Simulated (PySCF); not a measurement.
# Computed spin Hamiltonian

C8H9O (doublet state).
Numbering: `[CH2:1][c:2]1[cH:3][cH:4][cH:5][c:6]([O:7][CH3:8])[cH:9]1` (hydrogens: H10, H11 on C1; H12 on C3; H13 on C4; H14 on C5; H15, H16, H17 on C8; H18 on C9)

Cartesian coordinates in Å at the GFN2-xTB level; atoms count from 1:
```xyz
18
C8H9O angstrom
C      2.024   -1.825   -0.063
C      1.346   -0.625   -0.048
C      2.044    0.614   -0.034
C      1.358    1.802   -0.018
C     -0.029    1.822   -0.015
C     -0.749    0.616   -0.028
O     -2.106    0.754   -0.022
C     -2.896   -0.409   -0.027
C     -0.077   -0.585   -0.044
H      3.098   -1.855   -0.064
H      1.501   -2.765   -0.073
H      3.124    0.601   -0.037
H      1.897    2.738   -0.006
H     -0.580    2.748   -0.002
H     -2.713   -1.022    0.861
H     -2.719   -1.010   -0.925
H     -3.929   -0.066   -0.021
H     -0.603   -1.526   -0.052
```

The hyperfine couplings belong to this conformer and change with its torsions.

Level of theory: UKS B3LYP, pcH-1 on C H O, non-relativistic, mean-field spin-orbit, GIAO (PySCF 2.14.0). Geometry: GFN2-xTB, one conformer, isolated molecule. Couplings are sensitive to structure, and on GFN2-xTB geometries they can be far from those on DFT ones. The SCF solution wasn't tested for stability. ⟨S²⟩ is 0.781 where a pure state has 0.75.

| Property | Result |
| --- | --- |
| g1, g2, g3 | 2.00218, 2.00269, 2.00279 |
| g_iso | 2.00256 |
| Form of g | rhombic: the two nearest values differ by 16 % of g3 − g1 |
| ⟨S²⟩ | 0.7811 (exact 0.7500) |
| Basis functions | 315 |

Isotropic coupling and dipolar principal values T1 to T3, in 10⁻⁴ cm⁻¹ (1 × 10⁻⁴ cm⁻¹ = 2.998 MHz):

```tsv
atom	isotope	a_iso	T1	T2	T3	Mulliken spin population
C1	13C	19.6	-19.0	-18.6	37.6	0.74
C2	13C	-13.7	-7.0	2.8	4.2	-0.19
C3	13C	8.7	-7.1	-7.0	14.0	0.28
C4	13C	-7.7	-5.5	2.4	3.1	-0.14
C5	13C	9.0	-8.2	-7.7	15.9	0.31
C6	13C	-7.5	-4.9	2.3	2.6	-0.11
O7	17O	0.8	-1.1	-0.8	1.9	-0.01
C8	13C	0.0	-0.1	0.0	0.1	0.00
C9	13C	7.2	-5.7	-5.6	11.3	0.22
H10	1H	-14.9	-8.8	-0.3	9.1	-0.03
H11	1H	-14.9	-8.8	-0.3	9.1	-0.03
H12	1H	-5.9	-2.4	-0.7	3.2	-0.01
H13	1H	2.3	-0.8	-0.3	1.2	0.00
H14	1H	-6.7	-4.0	0.0	4.1	-0.01
H15	1H	-0.2	-0.3	-0.3	0.6	0.00
H16	1H	-0.2	-0.3	-0.3	0.6	0.00
H17	1H	0.0	-0.1	-0.1	0.2	0.00
H18	1H	-4.7	-1.8	-0.7	2.5	-0.01
```

Largest spin populations (Mulliken): C1 (+0.74), C5 (+0.31), C3 (+0.28) and C9 (+0.22). Four atoms exceed +0.15. The positive populations add up to 1.56 and the negative ones to -0.56, together 2S = 1. The angles at C1 add up to 360.0°, so it is planar; its axial dipolar tensor and the negative couplings of its protons fit spin in a p orbital normal to that plane.

Axes: g2 points within 4° of the C1–H11 bond.

Under fast tumbling the dipolar parts average out, and these isotropic splittings remain: 1 × 1H (H11, I = 1/2, 2 lines) with 1.60 mT, 1 × 1H (H10, I = 1/2, 2 lines) with 1.59 mT, 1 × 1H (H14, I = 1/2, 2 lines) with 0.72 mT, 1 × 1H (H12, I = 1/2, 2 lines) with 0.63 mT, 1 × 1H (H18, I = 1/2, 2 lines) with 0.51 mT and 1 × 1H (H13, I = 1/2, 2 lines) with 0.24 mT.

H10 and H11 aren't averaged: C1 is flat or nearly so (angle sum 360°), and its turn about the short C1–C2 bond (1.38 Å) is taken as slow.

The 13C coupling of C1 (58.7 MHz) shows only in satellite lines or after enrichment, since that isotope makes up about 1.07 % of natural carbon.

The spin density at the nucleus, in bohr⁻³, is negative for C2 (-0.0367), C4 (-0.0205) and C6 (-0.0199), for instance. A restricted open-shell determinant has no negative spin density anywhere; here it arises because α and β orbitals differ (spin polarisation).
